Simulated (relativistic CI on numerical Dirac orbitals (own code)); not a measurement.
## Hyperfine structure of Ga¹⁹⁺, mass number 69

Calculated at this level of theory: Dirac-Coulomb-Breit CI, KLI orbitals optimised for each configuration, QED by a radiative potential, unscaled Slater integrals (own radial code, finite nucleus).

Configurations in the expansion (outside the closed core [Ne]): 3s2, 3s.3p, 3p2, 3s.3d, 3d2, 3p.3d, 3p.4s, 3d.4s, 3s.4s, 3s.4p, 3s.4d, 3s.4f, 3s.5s, 3s.5p, 3s.5d, 4s2. Levels of other configurations are missing.

Nuclear spin I = 3/2, μ = 2.01502 μN, Q = 0.171 b (tables of Stone and Pyykkö). The electronic factors are computed for point nuclear moments, without core polarisation or the Bohr-Weisskopf and QED corrections.

```
      Level  E (cm⁻¹)  A (GHz)  B (GHz)
3s.3p 3P°_1    322346      113    -1.54
3s.3p 3P°_2    358134    70.73     3.17
3s.3p 1P°_1    485670  -0.4542     3.05
   3p2 1D_2    764686    25.06     3.36
   3p2 3P_1    771027   -1.454     1.58
   3p2 3P_2    814018     12.3    -1.43
 3s.3d 3D_1    919207   -53.17    0.239
 3s.3d 3D_2    922241    25.87    0.345
```

Levels with J = 0, under 50 % of one LS term, or S terms without an open s electron are left out. Small factors come from cancelling terms and can be off by tens of per cent or more.

At this charge energies of transitions that change n are usually good to better than 1 %, and those within a shell (Δn = 0) to a few per cent.

Task: Give the hyperfine levels of 3s.3p 3P°_1 relative to its centre of gravity.

Result: With K = F(F + 1) − I(I + 1) − J(J + 1), E = AK/2 + B[¾K(K + 1) − I(I + 1)J(J + 1)]/[2I(2I − 1)J(2J − 1)]: F = 1/2: -284.5, F = 3/2: -111.5, F = 5/2: 169.2 GHz.

LS names give the leading component of a level, which can be under half, so a name can repeat, a term be missing and a line seem to break the LS rules.
